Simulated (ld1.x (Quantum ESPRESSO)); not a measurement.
**tungsten (W), TM: configuration errors across variants**

```
Element                 : W (Z = 74)
Generator               : ld1.x (Quantum ESPRESSO) 7.5
Type                    : norm-conserving Troullier–Martins (Kleinman–Bylander form)
Functional              : LDA (PZ)
Relativity              : fully relativistic
Frozen core             : [Kr] 4d10 4f14
Valence charge          : 14
Reference configuration : 5s2 5p6 5d4 6s0 6p0 (charge +2)
Partial waves           : 5p (bound): rc 1.35 bohr; 5d (bound): rc 2.15 bohr; 5s (bound): rc 1.55 bohr
Local potential         : the s channel
Core correction         : none
```

Open shells are filled in proportion to 2j + 1 (rel_dist='average').

All-electron excitation energies from the reference (eV): (1) 5s2 5p6 5d4 6s2 6p0 -25.163; (2) 5s2 5p6 5d4 6s1 6p0 -16.026; (3) 5s2 5p6 5d3 6s0 6p0 25.696; (4) 5s2 5p6 5d5 6s1 6p0 -23.622; (5) 5s2 5p6 5d4 6s1.5 6p0 -21.417; (6) 5s2 5p6 5d4.5 6s1.5 6p0 -24.469; (7) 5s2 5p6 5d4 6s1 6p1 -20.630.

A true bound ghost makes a file unfit for plane-wave use even where its test errors are small: the radial tests pick states by their node count and pass the ghost by.

Errors AE − PS in meV (a dash: test not solved or not reliable):

```csv
change,(1),(2),(3),(4),(5),(6),(7),bound ghosts
base,+2019,+1227,-1.2,+913,+1667,+1437,+1200,not determined
"all radii scaled by about 0.77 (s 1.20, p 1.04, d 1.66 bohr)",+246,+149,-2.0,+110,+203,+174,+186,not determined
"all radii scaled by about 0.88 (s 1.36, p 1.18, d 1.88 bohr)",+642,+390,-2.2,+286,+530,+453,+395,not determined
"all radii scaled by about 0.97 (s 1.50, p 1.30, d 2.08 bohr)",+1404,+854,-1.7,+631,+1161,+996,+840,not determined
"all radii scaled by about 1.07 (s 1.66, p 1.44, d 2.28 bohr)",+2828,+1716,-0.1,+1291,+2333,+2023,+1681,none
"all radii scaled by about 1.17 (s 1.82, p 1.58, d 2.52 bohr)",+5061,+3048,+4.5,+2364,+4158,+3663,+3003,none
"all radii scaled by about 1.35 (s 2.10, p 1.82, d 2.90 bohr)",+9248,+5468,+23,+4452,+7527,+6797,+5478,s (extra level of the local part)
```

**Question.** Give the same row for: all radii scaled by about 1.26 (s 1.94, p 1.70, d 2.70 bohr).

**Answer.** +7134, +4259, +11, +3389, +5835, +5208, +4232; bound ghosts: none.
